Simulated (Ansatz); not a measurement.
`[OH][Ge]1([SH])[CH2][O]1` + `N=C(N)F` → `[NH2][Ge]1([OH])[CH2][O]1` + `N=C(F)S`  (formal exchange of groups at a Ge–S bond)

Gas-phase electronic energies from Ansatz, PBE0-D4/def2-TZVP geometries. CBS: MP2 limit from def2 TZ/QZ plus the TZ coupled-cluster correction, frozen cores. DFT in def2-TZVPP. HSE06 is defined as in plane-wave codes. For Ge outer-core shells are correlated without core-valence functions, which leaves a few kJ/mol of doubt a bond. Scalar relativity is left out up to krypton. One conformer a species, not always the lowest.

| level | ΔE (kJ/mol) |
| --- | --- |
| r2SCAN0 | 78.2 |
| HSE06 | 78.3 |
| HF/def2-TZVPP | 77.4 |
| CCSD(T)/def2-TZVPP | 65.5 |

Question: What does CCSD(T)/CBS give? (An estimate is asked.)

Answer: Ansatz gave: +64.4 kJ/mol. The listed levels differ from it by 13.8, 13.9, 13.0, 1.1 kJ/mol.

Question: What do rigid-rotor, harmonic-oscillator terms from PBE0-D4/def2-TZVP frequencies (298.15 K, 1 bar) make of the CCSD(T)/CBS value? (Estimate.)

Answer: Ansatz gave: ΔZPE = -3.1 kJ/mol, ΔH = +60.9 kJ/mol, ΔS = -4 J/(mol·K), ΔG = +62.1 kJ/mol.

Largest T1 diagnostic among the species: 0.014.

Leaving LDA and LC-ωPBE aside and taking each functional with its dispersion term where it has one, the values, not all of them listed here, spread over 8.6 kJ/mol, from BLYP-D4 to HSE06-D4. LDA lies +4.4 kJ/mol from PBE without D4. In def2-TZVPP, CCSD(T) changes the Hartree–Fock value by −11.9 kJ/mol (the triples alone add −1.3 kJ/mol) and MP2 by −11.0 kJ/mol. From BLYP to BHLYP (50 % exact exchange), in def2-TZVPP and without D4, ΔE moves by +5.6 kJ/mol.

CCSD(T)/CBS has its own doubt, a few kJ/mol and more with outer-core shells, so smaller differences from it don't rank the levels.
